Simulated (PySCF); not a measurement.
From one molecule to another.

First species: C7H11FO.
InChI=1S/C7H11FO/c1-7(6-8)4-3-5-9-2/h3,5-6H,4H2,1-2H3/b5-3-,7-6-

Second species: C5H13FSi3.
SMILES: `C#C[Si@@](C)(C[SiH3])C[SiH2]F`

Levels: PBE0/pcSseg-1 for dipole moment, HOMO energy, LUMO energy and HOMO–LUMO gap; GFN2-xTB for rotational constant A and rotational constant C. Geometries: GFN2-xTB. Each structure is a single optimised conformer of the isolated species, non-relativistic unless stated. Electronic properties by PySCF.

The conformers computed, where there is a choice (atom-mapped SMILES and torsion angles):
- `[CH3:1][O:2]/[CH:3]=[CH:4]\[CH2:5]/[C:6]([CH3:7])=[CH:8]\[F:9]`: C1–O2–C3–C4 172°, C3–C4–C5–C6 107°, C4–C5–C6–C7 -63°
- `[CH:1]#[C:2][Si@@:3]([CH3:4])([CH2:5][SiH3:6])[CH2:7][SiH2:8][F:9]`: C2–Si3–C5–Si6 180°, C2–Si3–C7–Si8 -60°, Si3–C7–Si8–F9 -61°

| property | column X | column Y |
| --- | --- | --- |
| dipole moment | 1.94 D | 3.12 D |
| HOMO energy | -8.02 eV | -6.40 eV |
| LUMO energy | 0.12 eV | 0.47 eV |
| HOMO–LUMO gap | 8.14 eV | 6.87 eV |
| rotational constant A | 0.878 GHz | 3.909 GHz |
| rotational constant C | 0.540 GHz | 0.632 GHz |

(1) Which column belongs to which species?

(2) How does each property change from the first species to the second?

Results:

(1) Column X is the second species and column Y the first. The first has 20 atoms and 70 electrons, the second 22 and 94.

(2) dipole moment -1.18 D; HOMO energy -1.62 eV; LUMO energy -0.35 eV; HOMO–LUMO gap +1.27 eV; rotational constant A -3.031 GHz; rotational constant C -0.092 GHz.

On the first: A dipole of 3.12 D is allowed in C1, and pure rotational transitions are dipole-allowed. The dipole matches unit charges of opposite sign 0.65 Å apart (1 e·Å = 4.8032 D).

On the second: The dipole matches unit charges of opposite sign 0.40 Å apart (1 e·Å = 4.8032 D).
